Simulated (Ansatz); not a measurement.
Saddle point of BSiH$_{6}$Br, closed shell (BSiH₆Br ([SiH3][BH2][BrH]) → BSiH₆Br ([Br][BH2]1[H][SiH3]1); bonds formed: B1–H5, Si2–H5; dative contacts that become bonds: B1–Br6; bonds broken: H5–Br6; bonds weakened to dative contacts: B1–Si2), PBE0-D4/def2-TZVP structure:

```
9
angstrom
B -0.7748 -0.2769 -0.6177
Si 1.1644 -0.0212 -0.0503
H -1.2058 0.4722 -1.4392
H -1.2648 -1.3529 -0.4634
H -0.7793 0.4087 1.1094
Br -2.1817 0.7754 1.3272
H 1.4842 -0.5217 1.3176
H 1.6520 1.3797 -0.1494
H 1.9059 -0.8632 -1.0341
```

Energies are electronic, without zero-point energy. Barriers and step energies count from the start structure reached by relaxing down the imaginary mode; all methods use the PBE0-D4 structures, on which another method's saddle can fall below an end. Program: Ansatz 0.2.0. Basis: def2-TZVPP, with def2-QZVPP for the basis limit. Cores are frozen in the correlated methods. Filled d shells of the heavier atoms are correlated. The def2 sets are not built for correlating such inner shells, so the correlated values are less sure here. B3LYP uses VWN-RPA correlation. Extrapolation: Hartree–Fock as exp(−7.88 √X), correlation as X^−2.97.

```
      method  barrier (kcal/mol)  step energy (kcal/mol)
       SPW92                   ?                  -25.26
      PBE-D4                   ?                  -22.80
     BLYP-D4                4.96                  -20.49
   r2SCAN-D4                5.62                  -23.96
      B97M-V                6.96                  -21.32
     PBE0-D4                6.69                  -23.44
    B3LYP-D4                5.99                  -21.35
  r2SCAN0-D4                6.65                  -24.34
    BHLYP-D4                7.15                  -21.75
CAM-B3LYP-D4                6.95                  -21.93
     wB97X-V                7.62                  -22.29
     wB97M-V                   ?                  -23.06
      B2PLYP                6.53                  -22.20
    PBE-QIDH                7.59                  -24.16
  RPA on PBE                7.92                  -20.00
          HF                7.29                  -19.28
         MP2                7.75                  -23.97
        CCSD                7.65                  -21.17
     CCSD(T)                7.40                  -21.53
```

(1) Fill in the withheld barriers. (An estimate is asked for; the value comes from the calculation.)

T1 diagnostic: at most 0.011.

Results:

(1) Computed: SPW92 6.03; PBE-D4 5.52; wB97M-V 7.32 kcal/mol. Each is the energy of the saddle less that of the start structure, by the same method.

For comparison, the barrier by CCSD(T) at an estimated basis limit (MP2 extrapolated from triple and quadruple zeta, plus CCSD(T) − MP2 in triple zeta) is 7.47 kcal/mol.

Labels in which every atom is bracketed show which atoms are joined, not bond orders.

For scale, one of the runs: CCSD(T)/def2-TZVPP, 205 basis functions, launched by `ansatz run in.yaml --threads 4 --pin off --events-out ev --progress --plain --max-ram 9574MiB`. Hardware: 4 CPU threads of an Arm Neoverse V1, shared host. Wall time 68 s; peak host memory 2.6 GiB.
